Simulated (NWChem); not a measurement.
# C2H7AlS; SMILES C[S][AlH][CH3]

```xyz
11

Al    -0.5170     0.8719    -0.0942
H     -2.0666     0.6564    -0.3880
C      0.3672     2.6198     0.0032
H     -0.0848     3.2438     0.7856
H      0.2533     3.1689    -0.9408
H      1.4389     2.5423     0.2165
S      0.6708    -0.9469     0.2168
C     -0.5640    -2.3140     0.0342
H     -1.5652    -1.9316    -0.1777
H     -0.5877    -2.8890     0.9622
H     -0.2467    -2.9638    -0.7841
```
Atoms are numbered in this order, from 1.

Level: B3LYP/6-31G* (spherical d) (NWChem), optimised geometry, unscaled harmonic frequencies. 

Question: List the harmonic frequencies with IR intensities, and the thermochemistry.

Answer: 
```
frequency (cm⁻¹)  IR intensity (km/mol)
----------------  ---------------------
57                                  0.0
72                                  1.5
103                                 0.1
123                                 1.6
214                                 1.7
422                                50.1
467                                35.1
579                                31.5
663                               100.6
693                                63.1
693                                12.1
776                               222.2
991                                 6.7
1002                                5.8
1281                               15.8
1391                               17.0
1488                                1.8
1488                                2.3
1509                                3.5
1517                                5.9
1920                              197.2
3035                                4.8
3075                               27.0
3097                               11.0
3124                                8.9
3162                                6.1
3165                                6.4
```

```yaml
zero_point_energy: 51.6 kcal/mol
thermal correction to the enthalpy at 298.15 K (with zero-point energy): 57.0 kcal/mol
heat capacity Cv: 24.0 cal/(mol K)
entropy at 298.15 K and 1 atm (symmetry number 1): 86.5 cal/(mol K)
dipole_moment: 1.14 D
```

Rigid rotor and harmonic oscillator; modes under 100 cm⁻¹ make the entropy uncertain.
